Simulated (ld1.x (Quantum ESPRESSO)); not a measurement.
# chlorine, TM: configuration errors across variants

- Element: chlorine
- Generator: ld1.x (Quantum ESPRESSO) 7.5
- Type: norm-conserving Troullier–Martins (Kleinman–Bylander form)
- Functional: PBE
- Relativity: scalar-relativistic
- Frozen core: [Ne]
- Valence charge: 7
- Reference configuration: 3s2 3p4 (charge +1)
- Partial waves: 3s (bound): rc 0.90 bohr; 3p (bound): rc 1.35 bohr; 3d channel at 0.3 Ry: rc 1.45 bohr
- Local potential: the d channel
- Core correction: none

All-electron excitation energies from the reference (eV): (1) 3s2 3p5 -13.875; (2) 3s2 3p3 25.447; (3) 3s2 3p2 63.754; (4) 3s1 3p5 12.709; (5) 3s2 3p4.5 -8.293; (6) 3s2 3p5.3 -16.013; (7) 3s1 3p6 -1.722.

1 further variants failed, have other tests or too few solved ones, and are left out.

A true bound ghost makes a file unfit for plane-wave use even where its test errors are small: the radial tests pick states by their node count and pass the ghost by.

Errors AE − PS in meV (a dash: test not solved or not reliable):

```csv
change,(1),(2),(3),(4),(5),(6),(7),bound ghosts
base,+9.1,+19,+120,+40,+3.3,+13,+57,none
wave 3p (bound): rc 1.35 bohr becomes 3p (bound): rc 1.82 bohr,+9.1,+18,+116,+44,+3.3,+13,+59,none
wave 3s (bound): rc 0.90 bohr becomes 3s (bound): rc 0.88 bohr,+9.3,+19,+123,+45,+3.3,+13,+63,none
local potential the p channel,+5.8,+10,+69,+38,+2.2,+7.8,+52,none
"all radii scaled by about 0.83 (s 0.74, p 1.12, d 1.20 bohr)",+14,+32,+195,+85,+4.9,+20,+111,s
wave 3d channel at 0.3 Ry: rc 1.45 bohr becomes 3d channel at 0.06 Ry: rc 1.45 bohr,+9.1,+19,+120,+40,+3.3,+13,+57,none
core correction a·sin(br)/r model core inside 0.48 bohr,+7.3,+14,+86,-8.0,+2.7,+10,-6.9,none
```

Problem. Give the same row for: wave 3d channel at 0.3 Ry: rc 1.45 bohr becomes 3d channel at 0.3 Ry: rc 2.22 bohr.

Solution. -3.1, +2.2, +49, +39, -0.1, -6.4, +46; bound ghosts: none.
